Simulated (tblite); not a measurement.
Species: C5HFN2.
Atom-mapped SMILES: `[N:1]#[C:2][C:3]#[C:4][C@@H:5]([F:6])[C:7]#[N:8]` (hydrogens: H9 on C5)

Computed with GFN2-xTB (tblite), gas phase: Langevin dynamics at 300 K from the optimised GFN2-xTB geometry, time step 0.5 fs, friction 0.01 fs⁻¹, 2000 steps. The instantaneous temperature is 2·E(kin)/(3Nk) with all 3N coordinates.

```csv
t (fs),T (K),E(pot) above start (eV),N1≡C2 (Å),C2–C3 (Å),C3≡C4 (Å),C4–C5 (Å),C5–F6 (Å),C5–H9 (Å)
0,279,0.000,1.147,1.365,1.207,1.452,1.379,1.104
50,209,0.179,1.143,1.364,1.210,1.475,1.404,1.117
100,259,0.152,1.133,1.348,1.214,1.471,1.354,1.084
150,238,0.168,1.156,1.363,1.201,1.451,1.415,1.088
200,211,0.279,1.145,1.356,1.210,1.441,1.375,1.151
250,300,0.274,1.157,1.362,1.213,1.440,1.421,1.151
300,208,0.361,1.161,1.356,1.219,1.468,1.348,1.057
350,263,0.291,1.137,1.370,1.203,1.502,1.428,1.051
400,334,0.412,1.159,1.350,1.229,1.418,1.357,1.199
450,440,0.440,1.132,1.379,1.167,1.457,1.424,1.191
500,366,0.280,1.164,1.356,1.232,1.484,1.335,1.071
550,284,0.347,1.156,1.357,1.217,1.421,1.441,1.086
600,376,0.242,1.140,1.385,1.189,1.422,1.373,1.099
650,355,0.350,1.172,1.331,1.227,1.488,1.346,1.091
700,389,0.569,1.117,1.336,1.185,1.473,1.416,1.123
750,544,0.313,1.161,1.340,1.229,1.467,1.386,1.157
800,278,0.431,1.146,1.424,1.194,1.427,1.383,1.076
850,398,0.294,1.153,1.382,1.216,1.454,1.393,1.077
900,398,0.254,1.165,1.382,1.229,1.461,1.386,1.117
950,211,0.233,1.153,1.348,1.206,1.454,1.417,1.136
1000,221,0.181,1.140,1.362,1.218,1.478,1.376,1.100
```

Problem. From 500 fs on, how do temperature and potential energy compare with equipartition?

Solution. The mean temperature of these 11 frames is 347 K against the target 300 K, and the mean potential energy 0.32 eV against 21 × kT/2 = 0.27 eV for 21 classical harmonic modes. For 9 atoms in a canonical ensemble the temperature itself scatters by T·√(2/(3N)) = 82 K; here its standard deviation is 91 K. The whole run lasts only 10 friction times of 100 fs, so these averages carry a wide statistical error.

Problem. What are the kinetic and total energies of the listed frame with the highest potential energy?

Solution. The one at 700 fs, 0.569 eV above the start. Its kinetic energy is 3NkT/2 = 0.452 eV at 389 K, so the sum is 1.02 eV; over the listed frames the sum runs from 0.32 to 1.02 eV, since the thermostat adds and removes energy.

Problem. How much do the listed bonds fluctuate from 500 fs on?

Solution. 
```tsv
bond	at the start (Å)	mean (Å)	standard deviation (Å)
N1≡C2	1.147	1.151	0.015
C2–C3	1.365	1.364	0.026
C3≡C4	1.207	1.213	0.016
C4–C5	1.452	1.457	0.023
C5–F6	1.379	1.387	0.029
C5–H9	1.104	1.103	0.026
```

The motion is classical and holds no zero-point motion.

The cost below is that of the whole dynamics run. Time: 6.6 s wall; peak memory 0.18 GiB. Hardware: an Arm Neoverse V2 with one thread, no GPU, shared host with 96 logical CPUs at a one-minute load of 71.
